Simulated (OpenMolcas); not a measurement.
## Levels of F+ by method

```yaml
Program: OpenMolcas
Basis: ANO-R2 [4s4p2d1f]
Scalar_Hamiltonian: X2C, finite nucleus
Active_space: 6 electrons in 4 orbitals (2s 2p)
State_averaging: 2S+1 = 3 even, 3 roots; 2S+1 = 1 even, 6 roots; 2S+1 = 3 odd, 3 roots; 2S+1 = 1 odd, 3 roots
Spin-orbit_coupling: RASSI with atomic mean-field integrals over the reference wave functions, term energies averaged over their components
```

Methods on the same reference wave functions:
A. CASSCF
B. SS-CASPT2, IPEA 0.25 Eh, imaginary shift 0.1 Eh (closed shells correlated: 1s)

Energies in eV above 2s² 2p⁴ ³P₂, the measured ground level; measured values from NIST Handbook of Basic Atomic Spectroscopic Data.

```json
{"Level": "2s² 2p⁴ ³P₂", "A": "0.0000", "B": "0.0000", "Measured": "0.0000"}
{"Level": "2s² 2p⁴ ³P₁", "A": "0.0395", "B": "0.0395", "Measured": "0.0423"}
{"Level": "2s² 2p⁴ ³P₀", "A": "0.0586", "B": "0.0586", "Measured": "0.0607"}
{"Level": "2s² 2p⁴ ¹D₂", "A": "2.8268", "B": "2.608", "Measured": "2.5880"}
{"Level": "2s² 2p⁴ ¹S₀", "A": "5.2534", "B": "5.529", "Measured": "5.5691"}
{"Level": "2s 2p⁵ ³P°₂", "A": "21.8162", "B": "20.682", "Measured": "20.4323"}
{"Level": "2s 2p⁵ ³P°₁", "A": "21.8547", "B": "20.720", "Measured": "20.4706"}
{"Level": "2s 2p⁵ ³P°₀", "A": "21.8741", "B": "20.740", "Measured": "20.4920"}
{"Level": "2s 2p⁵ ¹P°₁", "A": "32.2000", "B": "29.882", "Measured": ""}
```

Deviations, from unrounded energies. A percentage is the sum of absolute deviations over the sum of measured energies, with the sign that they share, or ± where signs differ.

```
                        Against measurement  Levels     A     B
             mean absolute deviation (cm-1)       7  5400   940
      fine structure of the ground term (%)       2  -4.8  -4.7
other terms of the ground configuration (%)       2  ±6.8  ±0.7
                   other configurations (%)       3  +6.8  +1.2
```

B lies closest to measurement on these levels. The largest miss of B in the table is 2s 2p⁵ ³P°₁, by +2000 cm-1. The ranking rests on the paired levels alone, and a cruder setting can come out closer through cancelling errors.

From A to B the spin-free energies of the other terms of 2s² 2p⁴ shown, above ³P, scale by factors of 0.92 to 1.05.

The lowest spin-free term lies below A's lowest term by 0.174 hartree in B.

CASPT2 does not keep the components of a term degenerate, so their means are used; among the terms shown or strongly mixed into the levels shown the widest spread is 77 cm-1 (2s² 2p⁴ ¹D, B). Without dynamic correlation excited terms often stand tens of per cent too high (terms of higher spin than the ground term too low), and those without a measured partner can miss by more than the paired ones (holds for A). Measured partners are found by configuration, term and J. A level has none where our copy of the source lacks it or the pairing is in doubt (some pairs that miss far off the trend of their configuration count as doubtful), and it then counts in no deviation. Only configurations of the active space appear.

° marks odd parity.
